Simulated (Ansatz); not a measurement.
Basis-set extrapolation for AlF₂H₃OSi, SMILES `[F][Al]([F])[O][SiH3]` (PBE0-D4/def2-TZVP geometry, frozen core, Ansatz). Multiplicity 1, RHF reference.

```tsv
	def2-TZVPP	def2-QZVPP
HF	-806.757690	-806.789102
MP2 correlation	-0.929418	-1.013253
CCSD(T) correlation	-0.977788	not run
```

Energies in hartree. Use E(X) = E(∞) + A·exp(−7.88·√X) for Hartree–Fock and E(X) = E(∞) + B·X^(−2.97) for correlation, with X = 3 and 4, and add CCSD(T) minus MP2 of the smaller set to the MP2 limit.

Question: What is the CCSD(T) energy at the basis-set limit?

Answer: HF limit: -806.789102 + (-0.031412) × 0.13774 = -806.79343. MP2 limit: -1.013253 + (-0.083835) × 0.74074 = -1.07535. Higher-order term: -0.977788 − (-0.929418) = -0.04837. Total: -807.91715 hartree, 4.94 eV below CCSD(T)/def2-TZVPP.
